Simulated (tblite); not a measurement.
Input of a run (GFN2-xTB geometry optimisation, gas phase (tblite 0.8.0)), started from a force field or distance geometry:
```
{"job": {"kind": "relax", "xc": "GFN2-xTB", "basis": "xTB"}, "charge": 0, "multiplicity": 2}
F     -2.200900     0.777100    -1.339700
C     -1.704900     0.056200    -0.322200
C     -1.524400     0.894500     0.902600
S      0.095000     0.997300     1.480300
C      0.650300    -0.033000     0.176800
C      2.102800    -0.372700     0.036000
F      2.575500    -1.040500     1.118900
F      2.356200    -1.162700    -1.034200
F      2.889800     0.727200    -0.112700
C     -0.337700    -0.436700    -0.651000
H     -2.380000    -0.786400    -0.117200
H     -2.351400     1.438900     1.358400
H     -0.174600    -1.058700    -1.513900
```

Output (eV, eV/Å):
```
step      E/eV     max force
  0    -934.21875    1.899
  1    -934.30669    0.553
  2    -934.32156    0.405
  3    -934.32613    0.218
  4    -934.33051    0.228
  5    -934.33533    0.211
  6    -934.33670    0.116
  7    -934.33793    0.096
  8    -934.33881    0.093
  9    -934.33943    0.060
 10    -934.33977    0.053
 11    -934.34007    0.063
 12    -934.34041    0.085
 13    -934.34078    0.068
 14    -934.34108    0.040
 15    -934.34134    0.044
 16    -934.34160    0.057
 17    -934.34185    0.056
 18    -934.34208    0.034
 19    -934.34227    0.034
 20    -934.34242    0.035
 21    -934.34253    0.032
 22    -934.34259    0.017
 23    -934.34263    0.016
 24    -934.34267    0.016
 25    -934.34269    0.014
 26    -934.34272    0.013
 27    -934.34275    0.017
 28    -934.34278    0.019
 29    -934.34281    0.016
 30    -934.34284    0.019
 31    -934.34287    0.016
 32    -934.34291    0.021
 33    -934.34293    0.018
 34    -934.34294    0.008
```

Problem. Summarise the run.

Solution. The energy falls by 0.124 eV over 34 L-BFGS steps, the largest force on an atom goes from 1.90 to 0.008 eV/Å, and the atoms move by 0.048 Å rms after alignment. The bond that changes most is F1–C2 (ends: fluorine bonded to C; carbon bonded to 2 C, F and H), which lengthens by 0.070 Å. Bonds longer at the end by more than 0.005 Å: 1 of 13; shorter: 7. Among the angles that change most is F1–C2–H11, from 109.0° to 102.8°. The energy never rose by more than 1e-5 eV on the way. The first step brought 71 % of the lowering.

Problem. What are the final bond lengths?

Solution. F1–C2 1.412 Å, C2–C3 1.477 Å, C3–S4 1.696 Å, S4–C5 1.753 Å, C5–C6 1.493 Å, C6–F7 1.344 Å, C6–F8 1.339 Å, C6–F9 1.340 Å, C5=C10 1.340 Å, C2–C10 1.493 Å, C2–H11 1.103 Å, C3–H12 1.069 Å, C10–H13 1.075 Å. Numbering counts from 1 in the input's order; the species is `F[C@@H]1[CH]SC(C(F)(F)F)=C1` [radical].

The run took 0.18 s on one thread, Arm Neoverse V2 (aarch64) (shared host).

Its GFN2-xTB frequencies are all real (lowest 18 cm⁻¹).

Shape of the structure used: `[F:1][C@@H:2]1[CH:3][S:4][C:5]([C:6]([F:7])([F:8])[F:9])=[CH:10]1`: S4–C5–C6–F7 62°.

All values are computed, not measured.
